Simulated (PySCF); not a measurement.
Species: C6H15N.
Bonds: C1–N2, N2–C3, N2–C4, C4–C5, C4–C6, C4–C7. Hydrogens: H8, H9, H10 on C1; H11, H12, H13 on C3; H14, H15, H16 on C5; H17, H18, H19 on C6; H20, H21, H22 on C7.

Computed geometry: GFN2-xTB, gas phase.

Problem. Give the optimised bond lengths and angles.

Solution. 
| bond | length (pm) |
| --- | --- |
| C1–N2, N2–C3 | 144.9 |
| N2–C4 | 147.0 |
| C4–C5, C4–C6, C4–C7 | 153.7 |
| C1–H8 and 3 like bonds | 108.8 |
| C1–H10, C3–H12 | 110.1 |
| C5–H14 and 8 like bonds | 108.7 |

Bonds in one row agree within 1 pm and their mean is given. A selection of angles:
| angle | degrees |
| --- | --- |
| N2–C1–H8 | 110.6 |
| N2–C1–H9 | 108.0 |
| N2–C1–H10 | 113.5 |
| H8–C1–H9 | 107.8 |
| H8–C1–H10 | 108.9 |
| C1–N2–C3 | 109.4 |
| C1–N2–C4 | 115.4 |
| N2–C4–C5 | 113.9 |
| N2–C4–C6 | 108.7 |
| C5–C4–C6 | 108.9 |
| C6–C4–C7 | 107.5 |
| C4–C5–H14 | 111.0 |
| C4–C5–H15 | 109.6 |
| H14–C5–H15 | 108.2 |
| H14–C5–H16 | 108.7 |

Dihedral angles: C1–N2–C4–C5 -65° (synclinal).

All 3 C–C bonds measure 1.536 to 1.539 Å. N2 (tertiary amine nitrogen) is pyramidal (angles 115.4°, 115.4° and 109.4°, sum 340.2°, 0.38 Å off the plane of its three neighbours). The C–N distances run from 1.449 Å (C1–N2, drawn single) to 1.470 Å (N2–C4, drawn single), a spread of 0.021 Å. Of the pairs four or more bonds apart, C6···H8 is among the closest relative to their van der Waals radii: 2.51 Å, 87 % of the sum of Bondi's values.

Point group: Cs (tolerance 0.08 Å). No GFN2-xTB frequencies stand behind this structure, so it isn't proved a minimum.
